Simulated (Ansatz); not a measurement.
CH3AlCl2O, SMILES [O]([Al]([Cl])[Cl])C.

The structure is a stationary point at PBE0-D3(BJ)/def2-SVP. The structure was generated by enumeration; whether it is a known compound was not checked. One conformer was computed; it need not be the lowest.

Two levels are set side by side: PBE/def2-SVPD (Ansatz, a quantum-chemistry and plane-wave program) and CAM-B3LYP/def2-SVPD (Ansatz). Energy differences of separate SCF runs at the same geometry; the states with an electron removed or added have multiplicity 2 and 2. Differences are taken from unrounded values.

```csv
quantity,PBE
vertical ionisation energy (eV),10.27
vertical singlet–triplet gap (eV),5.48
```

Q: These are the PBE values. What does CAM-B3LYP give? (An estimate is asked for; the answer gives what the named calculation found.)

A: 
```tsv
quantity	CAM-B3LYP	PBE minus CAM-B3LYP
vertical ionisation energy (eV)	11.14	-0.87
vertical singlet–triplet gap (eV)	6.50	-1.02
```
